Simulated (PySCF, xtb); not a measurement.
C8H5FOS, SMILES Fc1ccsc1-c1ccco1. The values are those of a single conformer.

Harmonic wavenumbers (cm⁻¹) from GFN2-xTB in xtb at its own minimum, in rising order: 47, 102, 102, 214, 280, 331, 333, 450, 462, 561, 568, 583, 647, 658, 738, 766, 815, 828, 829, 845, 859, 876, 979, 1009, 1049, 1074, 1116, 1137, 1174, 1220, 1285, 1375, 1395, 1430, 1479, 1541, 1589, 3150, 3171, 3176, 3184, 3194.

### Question
What does B3LYP-D3(BJ)/def2-SVP (PySCF 2.14.0) give at its own minimum? (An estimate is asked for; the answer gives what the named calculation found.)

### Answer
24, 109, 125, 226, 304, 343, 345, 486, 492, 583, 609, 632, 688, 692, 729, 746, 821, 835, 888, 897, 905, 915, 1004, 1026, 1041, 1085, 1126, 1191, 1243, 1253, 1325, 1422, 1456, 1483, 1539, 1593, 1662, 3227, 3249, 3258, 3259, 3284. Paired by order, the mean absolute difference is 38 cm⁻¹ and the zero-point energies are 66.6 and 68.8 kcal/mol.
